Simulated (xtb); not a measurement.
C2H6Zn (SMILES [CH3][Zn][CH3]), singlet, geometry from GFN2-xTB (such geometries of metal compounds can be far from the true shape). Base run: GFN2-xTB (xtb 6.7.1).

Here is a job for xtb.
```
$ xtb mol.xyz --gfn 2 --json

# file mol.xyz
9

Zn    -0.00000000     0.00000000    -0.00000000
C      1.58168783     0.22714311    -1.27171747
H      2.29051525    -0.59164379    -1.18304619
H      2.12813446     1.14546039    -1.07473949
H      1.26208980     0.26198332    -2.30967418
C     -1.58168783    -0.22714311     1.27171747
H     -2.12813446    -1.14546039     1.07473949
H     -2.29051525     0.59164379     1.18304619
H     -1.26208980    -0.26198332     2.30967418
```

The base run was repeated with changes; each row names its change, and settings that it needs were set with it.

```json
[
 {"change": "base", "ΔE vs base (kJ/mol)": "0.00", "HOMO-LUMO gap (eV)": "4.69", "SCF cycles": "11"},
 {"change": "acc = 1000", "ΔE vs base (kJ/mol)": "0.03", "HOMO-LUMO gap (eV)": "4.69", "SCF cycles": "6"},
 {"change": "acc = 0.0001", "ΔE vs base (kJ/mol)": "0.00", "HOMO-LUMO gap (eV)": "4.69", "SCF cycles": "15"},
 {"change": "alpb = hexane", "ΔE vs base (kJ/mol)": "-14.93", "HOMO-LUMO gap (eV)": "4.69", "SCF cycles": "11"},
 {"change": "etemp = 5000", "ΔE vs base (kJ/mol)": "-0.72", "HOMO-LUMO gap (eV)": "4.70", "SCF cycles": "11"},
 {"change": "acc = 30", "ΔE vs base (kJ/mol)": "0.00", "HOMO-LUMO gap (eV)": "4.69", "SCF cycles": "8"}
]
```

ALPB and GBSA are two models with their own fitted parameters for each solvent, which aren't always the measured dielectric constant.
